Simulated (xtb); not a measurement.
CH2FNOSi, SMILES N#CO[SiH2]F. All values are semi-empirical tight-binding results from xtb (GFN2-xTB unless named), good for trends rather than for accurate numbers. The structure is a stationary point at GFN2-xTB. The structure was generated by enumeration, and PubChem lists no compound with its InChIKey, so it may never have been made. Other conformers were not sampled.

Optimised geometry:

Bonded distances (Å): N1–C2 1.143, C2–O3 1.257, O3–Si4 1.635, Si4–F5 1.599, Si4–H6 1.443, Si4–H7 1.447. Bond angles (°): N1–C2–O3 178.1, C2–O3–Si4 142.0, O3–Si4–F5 106.7, O3–Si4–H6 100.6, O3–Si4–H7 111.5, F5–Si4–H6 108.8, F5–Si4–H7 106.0, H6–Si4–H7 122.3.

The orbital gap comes out as 5.77 eV and the dipole moment is 4.53 D. The zero-point energy is 20.2 kcal/mol and the G − E(el) at 298.15 K (modified RRHO) is 1.3 kcal/mol. The static polarisability (D4 model) comes out as 52.0 bohr³. The solvation energy, GFN2-xTB/ALPB(water) comes out as -4.5 kcal/mol and the solvation energy, GFN2-xTB/ALPB(dmf) is -4.7 kcal/mol.

Q: Give the atomic charges and the Wiberg bond orders between heavy atoms. (Estimate from the structure and the level; the computed values follow.)

A: charges (e) N1 -0.29, C2 0.26, O3 -0.26, Si4 0.60, F5 -0.25, H6 -0.03, H7 -0.03. Bond orders N1–C2 2.68, C2–O3 1.23, O3–Si4 0.98, Si4–F5 1.12.
